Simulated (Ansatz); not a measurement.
Cost and result for the atomization energy of `OB1OC1Cl` (7 atoms, 7 bonds).

The species carries charge 0 and has multiplicity 1. The geometry is a stationary point of PBE0-D4/def2-TZVP. It is one conformer, not always the lowest. Program: Ansatz. All runs use 4 threads of a server CPU on a shared host. Times are those of one run each, without the atoms' runs, and a repeat can differ threefold. Electronic energies, without spin–orbit coupling; frozen cores. CCSD(T)/CBS adds CCSD(T) − MP2 in def2-TZVPP to the MP2 limit, and its time is that of the two runs behind it. T1 = 0.014. B3LYP takes the VWN-RPA correlation (the form of Gaussian; ORCA's B3LYP/G).

CCSD(T)/CBS is a level of theory with its own doubt, some kJ/mol a heavy atom from the limit and from the frozen cores, so smaller differences don't rank the functionals.

| level | functions | wall time |
| --- | --- | --- |
| revPBE-D4/def2-TZVPP | 194 | 1.1 s |
| BLYP-D4/def2-TZVPP | 194 | 1.1 s |
| PBE-D4/def2-TZVPP (with forces) | 194 | 1.4 s |
| PBE0-D4/def2-TZVPP | 194 | 1.4 s |
| BHLYP-D4/def2-TZVPP | 194 | 1.5 s |
| CAM-B3LYP-D4/def2-TZVPP | 194 | 1.8 s |
| CCSD(T)/def2-SVP | 84 | 1.8 s |
| B3LYP-D4/def2-TZVPP (with forces) | 194 | 2.4 s |
| PBE-QIDH/def2-TZVPP | 194 | 2.8 s |
| ωB97X-V/def2-TZVPP | 194 | 3.9 s |
| MP2/def2-QZVPP | 358 | 7 s |
| CCSD(T)/def2-TZVPP | 194 | 36 s |
| CCSD(T)/CBS(def2) | – | 43 s |

**Question.** What atomization energy does each give, and how far from CCSD(T)/CBS? (Estimate.)

**Answer.** Computed: 
| level | atomization (kJ/mol) | difference from CCSD(T)/CBS | per bond |
| --- | --- | --- | --- |
| revPBE-D4/def2-TZVPP | 2916.2 | 33.6 | 4.8 |
| BLYP-D4/def2-TZVPP | 2909.0 | 26.4 | 3.8 |
| PBE-D4/def2-TZVPP (with forces) | 3022.7 | 140.1 | 20.0 |
| PBE0-D4/def2-TZVPP | 2918.0 | 35.4 | 5.1 |
| BHLYP-D4/def2-TZVPP | 2736.1 | -146.5 | -20.9 |
| CAM-B3LYP-D4/def2-TZVPP | 2899.4 | 16.8 | 2.4 |
| CCSD(T)/def2-SVP | 2724.6 | -158.0 | -22.6 |
| B3LYP-D4/def2-TZVPP (with forces) | 2878.9 | -3.7 | -0.5 |
| PBE-QIDH/def2-TZVPP | 2882.7 | 0.1 | 0.0 |
| ωB97X-V/def2-TZVPP | 2896.1 | 13.5 | 1.9 |
| MP2/def2-QZVPP | 2978.9 | 96.3 | 13.8 |
| CCSD(T)/def2-TZVPP | 2794.8 | -87.8 | -12.5 |
| CCSD(T)/CBS(def2) | 2882.6 | 0.0 | 0.0 |

The D4 term adds +21.0 kJ/mol with B3LYP and +10.8 kJ/mol with PBE0; it sums over pairs of atoms, weighted by their polarisabilities, and B3LYP, whose exchange is more repulsive, gets the larger term. Leaving LDA and LC-ωPBE aside and taking each functional with its dispersion term where it has one, the values spread over 286.6 kJ/mol, from BHLYP-D4 to PBE-D4. LDA lies +441.4 kJ/mol from PBE without D4, its usual overbinding. From r2SCAN to r2SCAN0 (25 % exact exchange), in def2-TZVPP and without D4, the atomization energy moves by −86.5 kJ/mol: exact exchange takes away binding that semilocal exchange gives to molecules.
